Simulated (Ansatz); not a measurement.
C2H8Si2, SMILES `C=[Si](C)[SiH3]` (charge 0, multiplicity 1).

Cartesian coordinates (Å):
```xyz
12

C     -0.0560     1.9915    -0.3650
Si     0.1393     0.3218    -0.0632
C      1.8278    -0.4838     0.0373
Si    -1.7342    -1.0264     0.2381
H     -1.0371     2.4461    -0.4214
H      0.7743     2.6717    -0.5138
H      1.9365    -1.2633    -0.7195
H      2.6080     0.2623    -0.1194
H      1.9833    -0.9486     1.0130
H     -1.7115    -1.6716     1.5746
H     -1.7776    -2.1065    -0.7791
H     -2.9529    -0.1933     0.1184
```
Charge 0, multiplicity 1.

Frozen-core energies in 6-31g from Ansatz (a quantum-chemistry and plane-wave program) at a geometry from B3LYP-D3(BJ)/def2-TZVP; the HF reference has <S^2> = 0.00 (restricted, and unstable towards unrestricted orbitals) and the T1 diagnostic is 0.011.

| level | energy (Ha) |
|---|---|
| HF | -658.06199 |
| MP2 | -658.35915 |
| CCSD | -658.41272 |
| CCSD(T) | -658.42189 |

Question: Estimate the energies of CCSDT and CCSDT(Q), and give each level's difference from CCSDT(Q).

Answer: 
| level | energy (Ha) | difference from CCSDT(Q) (mHa) |
|---|---|---|
| MP2 | -658.35915 | 64.38 |
| CCSD | -658.41272 | 10.81 |
| CCSD(T) | -658.42189 | 1.64 |
| CCSDT | -658.42283 | 0.70 |
| CCSDT(Q) | -658.42353 | 0.00 |
